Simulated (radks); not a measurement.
Spin polarisation of the 3d6 shell in the iron ion Fe2+. Start: [Ar] 3d(up 3, down 3); electrons of 3d are moved from spin down to spin up, other shells keep equal spins. Calculated with a radial shooting solver on a logarithmic mesh with Libxc functionals: scalar-relativistic Kohn-Sham, PBE, spin-polarised, spherical densities, finite nucleus; Fermi nuclear charge, rms radius of each element as measured or else 0.836 A^(1/3) + 0.57 fm.

[
 {"moment (Bohr magnetons)": "0", "E - E(0) (eV)": "0.000", "e(3d up) (eV)": "-25.717", "e(3d down) (eV)": "-25.717", "3p down minus up (eV)": "0.000", "3s down minus up (eV)": "0.000", "2p down minus up (eV)": "0.000"},
 {"moment (Bohr magnetons)": "1", "E - E(0) (eV)": "-0.245", "e(3d up) (eV)": "-26.177", "e(3d down) (eV)": "-25.196", "3p down minus up (eV)": "1.069", "3s down minus up (eV)": "1.090", "2p down minus up (eV)": "0.359"},
 {"moment (Bohr magnetons)": "2", "E - E(0) (eV)": "-0.981", "e(3d up) (eV)": "-26.575", "e(3d down) (eV)": "-24.611", "3p down minus up (eV)": "2.140", "3s down minus up (eV)": "2.181", "2p down minus up (eV)": "0.718"},
 {"moment (Bohr magnetons)": "3", "E - E(0) (eV)": "-2.209", "e(3d up) (eV)": "-26.910", "e(3d down) (eV)": "-23.962", "3p down minus up (eV)": "3.214", "3s down minus up (eV)": "3.275", "2p down minus up (eV)": "1.073"},
 {"moment (Bohr magnetons)": "4", "E - E(0) (eV)": "-3.929", "e(3d up) (eV)": "-27.180", "e(3d down) (eV)": "-23.245", "3p down minus up (eV)": "4.293", "3s down minus up (eV)": "4.374", "2p down minus up (eV)": "1.425"}
]

At moment 4 the spin-polarisation energy is -3.929 eV and the 3d exchange splitting 3.935 eV, that is 0.984 eV per Bohr magneton; E = -I m^2/4 would give I = 0.982 eV.
